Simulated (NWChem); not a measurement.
System: BI3; SMILES IB(I)I

Input file for NWChem:

```
start job
memory heap 200 mb stack 900 mb global 1100 mb
geometry units angstroms noautoz
  B      0.000000     0.000000    -0.000886
  I      0.546403     2.048308    -0.000866
  I      1.500685    -1.497353    -0.000866
  I     -2.047088    -0.550955    -0.000866
end
basis spherical
  * library def2-tzvpd
end
ecp
  I library def2-ecp
end
dft
  xc becke88 lyp
  iterations 150
  semidirect filesize 400000000
  mulliken
end
task dft energy
```

Output (shortened):

```
             Northwest Computational Chemistry Package (NWChem) 7.3.0
             --------------------------------------------------------

 C3H symmetry detected

                             Geometry "geometry" -> ""
                             -------------------------

 Output coordinates in angstroms (scale by  1.889725989 to convert to a.u.)

  No.       Tag          Charge          X              Y              Z
 ---- ---------------- ---------- -------------- -------------- --------------
    1 B                    5.0000    -0.00000000    -0.00000000     0.00000000
    2 I                   53.0000     0.72008955     1.99388876     0.00000000
    3 I                   53.0000     1.36671355    -1.62056022     0.00000000
    4 I                   53.0000    -2.08680309    -0.37332854     0.00000000

 Effective nuclear repulsion energy (a.u.)    1412.9297614043

      Symmetry information
      --------------------

 Group name             C3h
 Group number             22
 Group order               6
 No. of unique centers     2

                                 NWChem DFT Module
                                 -----------------

 Summary of "ao basis" -> "ao basis" (spherical)
 ------------------------------------------------------------------------------
       Tag                 Description            Shells   Functions and Types
 ---------------- ------------------------------  ------  ---------------------
 B                         def2-tzvpd               13       37   6s3p3d1f
 I                         def2-tzvpd               19       59   7s6p4d2f

      Symmetry analysis of basis
      --------------------------

        a'         50
        e'+        46
        e'-        46
        a"         24
        e"+        24
        e"-        24

  Rotation of axis

            General Information
            -------------------
          SCF calculation type: DFT
          Wavefunction type:  closed shell.
          No. of atoms     :     4
          No. of electrons :    80
           Alpha electrons :    40
            Beta electrons :    40
          Charge           :     0
          Spin multiplicity:     1
          Use of symmetry is: on ; symmetry adaption is: on
          Maximum number of iterations: 150
          AO basis - number of functions:   214
                     number of shells:    70
          Convergence on energy requested:  1.00D-06
          Convergence on density requested:  1.00D-05
          Convergence on gradient requested:  5.00D-04

              XC Information
              --------------
                    Becke 1988 Exchange Functional  1.000
              Lee-Yang-Parr Correlation Functional  1.000

             Grid Information
             ----------------
          Grid used for XC integration:  medium
          Radial quadrature: Mura-Knowles
          Angular quadrature: Lebedev.
          Tag              B.-S. Rad. Rad. Pts. Rad. Cut. Ang. Pts.
          ---              ---------- --------- --------- ---------
          B                   0.85       49          13.0       434
          I                   1.40      123          16.0       590
          Grid pruning is: on
          Number of quadrature shells:   172
          Spatial weights used:  Erf1

      Superposition of Atomic Density Guess
      -------------------------------------

 Sum of atomic energies:       -1066.02189791

      Non-variational initial energy
      ------------------------------

 Total energy =    -915.358461
 1-e energy   =   -2311.534849
 2-e energy   =    1032.347825
 HOMO         =      -0.307824
 LUMO         =      -0.010456

      Symmetry analysis of molecular orbitals - initial
      -------------------------------------------------

  Numbering of irreducible representations:

     1 a'          2 e'+         3 e'-         4 a"          5 e"+
     6 e"-

  Orbital symmetries:

     1 a'          2 e'+         3 e'+         4 a'          5 a'
     6 e'+         7 e'+         8 e'+         9 e'+        10 a"
    11 a'         12 e"+        13 e"+        14 a'         15 e'+
    16 e'+        17 e'+        18 e'+        19 a"         20 e"+
    21 e"+        22 a'         23 a'         24 e"+        25 e"+
    26 e'+        27 e'+        28 a"         29 a'         30 e'+
    31 e'+        32 a'         33 e'+        34 e'+        35 a"
    36 e"+        37 e"+        38 e'+        39 e'+        40 a'
    41 a'         42 a"         43 a'         44 e'+        45 e'+
    46 a"         47 e'+        48 e'+        49 e"+        50 e"+

------------------------------------------------------------
EAF file 0: "./job.aoints.0" size=206569472 bytes
------------------------------------------------------------
               write      read    awrite     aread      wait
               -----      ----    ------     -----      ----
     calls:      394         0         0         0         0
   data(b): 2.07e+08  0.00e+00  0.00e+00  0.00e+00
   time(s): 0.00e+00  0.00e+00  0.00e+00  0.00e+00  0.00e+00
rate(mb/s): 0.00e+00  0.00e+00
------------------------------------------------------------

     ---------------------------------------------
      Total Density - Mulliken Population Analysis
     ---------------------------------------------

    Atom       Charge   Shell Charges
 -----------   ------   -------------------------------------------------------
    1 B    5     4.13   0.91  1.07  0.47  0.61 -0.05 -0.06  0.47  0.71 -0.10  0.02  0.14 -0.07  0.01
    2 I   25    25.29   0.19 -0.77  1.58  1.01  1.09  0.85  0.07 -0.49  6.45  1.38  2.86  1.03  0.01  9.22  0.76  0.04 -0.00  0.00  0.00
    3 I   25    25.29   0.19 -0.77  1.58  1.01  1.09  0.85  0.07 -0.49  6.45  1.38  2.86  1.03  0.01  9.22  0.76  0.04 -0.00  0.00  0.00
    4 I   25    25.29   0.19 -0.77  1.58  1.01  1.09  0.85  0.07 -0.49  6.45  1.38  2.86  1.03  0.01  9.22  0.76  0.04 -0.00  0.00  0.00

   convergence    iter        energy       DeltaE   RMS-Dens  Diis-err
 ---------------- ----- ----------------- --------- --------- ---------
 d= 0,ls=0.0,diis     1   -917.7549030151 -1.28D+03  1.06D-02  1.01D+00
 d= 0,ls=0.0,diis     2   -916.9540297137  8.01D-01  6.91D-03  7.52D+00
 d= 0,ls=0.0,diis     3   -917.8754307029 -9.21D-01  1.03D-03  4.46D-02
 d= 0,ls=0.0,diis     4   -917.8789959225 -3.57D-03  3.66D-04  6.74D-03
 d= 0,ls=0.0,diis     5   -917.8795101995 -5.14D-04  9.73D-05  7.07D-04
  Resetting Diis
 d= 0,ls=0.0,diis     6   -917.8796190179 -1.09D-04  1.61D-05  3.74D-06
 d= 0,ls=0.0,diis     7   -917.8796194361 -4.18D-07  6.02D-06  1.26D-07

         Total DFT energy =     -917.879619436145
      One electron energy =    -2312.820754126345
           Coulomb energy =     1101.671803947973
    Exchange-Corr. energy =      -70.559232796285
 Nuclear repulsion energy =      363.828563538512

 Numeric. integr. density =       80.000001786656

                  Occupations of the irreducible representations
                  ----------------------------------------------

                     irrep           alpha         beta
                     --------     --------     --------
                     a'               10.0         10.0
                     e'+              18.0         18.0
                     e'-               0.0          0.0
                     a"                4.0          4.0
                     e"+               8.0          8.0
                     e"-               0.0          0.0

                       DFT Final Molecular Orbital Analysis
                       ------------------------------------

 Vector   38  Occ=2.000000D+00  E=-2.474415D-01  Symmetry=e"+
              MO Center= -9.7D-01,  3.7D-01,  2.3D-12, r^2= 5.4D+00
   Bfn.  Coefficient  Atom+Function         Bfn.  Coefficient  Atom+Function
  ----- ------------  ---------------      ----- ------------  ---------------
   174      0.423551  4 I  pz               168     -0.371292  4 I  pz
    56     -0.313175  2 I  pz               171      0.307052  4 I  pz
    50      0.274535  2 I  pz                53     -0.227036  2 I  pz
   177      0.224896  4 I  pz                59     -0.166297  2 I  pz
   115     -0.110376  3 I  pz               109      0.096756  3 I  pz

 Vector   39  Occ=2.000000D+00  E=-2.474415D-01  Symmetry=e"+
              MO Center=  9.7D-01, -3.7D-01,  8.7D-14, r^2= 5.4D+00
   Bfn.  Coefficient  Atom+Function         Bfn.  Coefficient  Atom+Function
  ----- ------------  ---------------      ----- ------------  ---------------
   115      0.425349  3 I  pz               109     -0.372869  3 I  pz
    56     -0.308263  2 I  pz               112      0.308356  3 I  pz
    50      0.270228  2 I  pz               118      0.225856  3 I  pz
    53     -0.223474  2 I  pz                59     -0.163676  2 I  pz
   174     -0.117086  4 I  pz               168      0.102641  4 I  pz

 Vector   40  Occ=2.000000D+00  E=-2.235100D-01  Symmetry=a'
              MO Center= -7.6D-14, -5.2D-14,  4.8D-17, r^2= 6.8D+00
   Bfn.  Coefficient  Atom+Function         Bfn.  Coefficient  Atom+Function
  ----- ------------  ---------------      ----- ------------  ---------------
   173      0.322766  4 I  py                54      0.308392  2 I  px
   167     -0.279408  4 I  py                48     -0.266967  2 I  px
   113     -0.250655  3 I  px               170      0.233421  4 I  py
    51      0.223029  2 I  px               107      0.216982  3 I  px
   114     -0.211385  3 I  py               108      0.182993  3 I  py

 Vector   41  Occ=0.000000D+00  E=-1.125911D-01  Symmetry=a"
              MO Center= -3.6D-14, -5.1D-14, -2.1D-13, r^2= 4.4D+00
   Bfn.  Coefficient  Atom+Function         Bfn.  Coefficient  Atom+Function
  ----- ------------  ---------------      ----- ------------  ---------------
     9      0.405083  1 B  pz                12      0.396802  1 B  pz
    15      0.309370  1 B  pz                59     -0.202441  2 I  pz
   118     -0.202441  3 I  pz               177     -0.202441  4 I  pz
    56     -0.178936  2 I  pz               115     -0.178936  3 I  pz
   174     -0.178936  4 I  pz                50      0.151009  2 I  pz

 Vector   42  Occ=0.000000D+00  E=-6.825154D-02  Symmetry=a'
              MO Center=  1.2D-12,  4.5D-13,  2.1D-13, r^2= 8.7D+00
   Bfn.  Coefficient  Atom+Function         Bfn.  Coefficient  Atom+Function
  ----- ------------  ---------------      ----- ------------  ---------------
     4      0.643853  1 B  s                  3      0.329382  1 B  s
     6      0.256704  1 B  s                172     -0.226029  4 I  px
   175     -0.220978  4 I  px                55      0.215964  2 I  py
    58      0.211140  2 I  py                42     -0.178795  2 I  s
   101     -0.178795  3 I  s                160     -0.178795  4 I  s

 Vector   43  Occ=0.000000D+00  E=-2.088740D-02  Symmetry=a'
              MO Center= -5.8D-13,  4.2D-13, -1.2D-14, r^2= 1.7D+01
   Bfn.  Coefficient  Atom+Function         Bfn.  Coefficient  Atom+Function
  ----- ------------  ---------------      ----- ------------  ---------------
     6      4.878269  1 B  s                 44     -1.062135  2 I  s
   103     -1.062135  3 I  s                162     -1.062135  4 I  s
     5     -0.730127  1 B  s                178     -0.413965  4 I  px
    61      0.395523  2 I  py               120     -0.321485  3 I  py
   119      0.271101  3 I  px                28     -0.262754  1 B  d  0

------------------------------------------------------------
EAF file 0: "./job.aoints.0" size=282591232 bytes
------------------------------------------------------------
               write      read    awrite     aread      wait
               -----      ----    ------     -----      ----
     calls:      539         6         0      3228      3228
   data(b): 2.83e+08  3.15e+06  0.00e+00  1.69e+09
   time(s): 0.00e+00  0.00e+00  0.00e+00  0.00e+00  0.00e+00
rate(mb/s): 0.00e+00  0.00e+00
------------------------------------------------------------

     ---------------------------------------------
      Total Density - Mulliken Population Analysis
     ---------------------------------------------

    Atom       Charge   Shell Charges
 -----------   ------   -------------------------------------------------------
    1 B    5     4.85   0.91  1.06  0.54  0.61 -0.07 -0.05  0.88  0.89 -0.03  0.03  0.18 -0.10  0.01
    2 I   25    25.05   0.19 -0.79  1.65  0.96  1.23  0.70  0.03 -0.49  6.44  1.47  2.55  1.04  0.02  9.16  0.83  0.05 -0.00  0.01  0.00
    3 I   25    25.05   0.19 -0.79  1.65  0.96  1.23  0.70  0.03 -0.49  6.44  1.47  2.55  1.04  0.02  9.16  0.83  0.05 -0.00  0.01  0.00
    4 I   25    25.05   0.19 -0.79  1.65  0.96  1.23  0.70  0.03 -0.49  6.44  1.47  2.55  1.04  0.02  9.16  0.83  0.05 -0.00  0.01  0.00

     -------------------------------------------
      Total Density - Lowdin Population Analysis
     -------------------------------------------

    Atom       Charge   Shell Charges
 -----------   ------   -------------------------------------------------------
    1 B    5     7.16   0.95  1.00  0.37  0.30  0.15  0.09  0.76  1.09  0.61  0.04  0.72  0.99  0.09
    2 I   25    24.28   0.00  0.01  0.91  1.06  0.80  0.55  0.14  0.16  5.37  1.75  2.21  0.96  0.12  8.53  1.42  0.13  0.16  0.01  0.00
    3 I   25    24.28   0.00  0.01  0.91  1.06  0.80  0.55  0.14  0.16  5.37  1.75  2.21  0.96  0.12  8.53  1.42  0.13  0.16  0.01  0.00
    4 I   25    24.28   0.00  0.01  0.91  1.06  0.80  0.55  0.14  0.16  5.37  1.75  2.21  0.96  0.12  8.53  1.42  0.13  0.16  0.01  0.00

     Multipole analysis of the density
     ---------------------------------

     L   x y z        total         alpha         beta         nuclear
     -   - - -        -----         -----         ----         -------
     0   0 0 0     -0.000000    -40.000000    -40.000000     80.000000

     1   1 0 0      0.000000      0.000000      0.000000      0.000000
     1   0 1 0      0.000000      0.000000      0.000000     -0.000000
     1   0 0 1      0.000000     -0.000000     -0.000000      0.000000

     2   2 0 0    -62.840632   -332.335248   -332.335248    601.829865
     2   1 1 0      0.000000      0.000000      0.000000     -0.000000
     2   1 0 1     -0.000000      0.000000      0.000000     -0.000000
     2   0 2 0    -62.840632   -332.335248   -332.335248    601.829865
     2   0 1 1     -0.000000      0.000000      0.000000     -0.000000
     2   0 0 2    -64.077594    -32.038797    -32.038797      0.000000
```

Level: BLYP/def2-TZVPD with def2 effective core potentials on I. The geometry was optimised at PBE0/def2-SVP. def2 effective core potentials on I; no spin-orbit coupling.
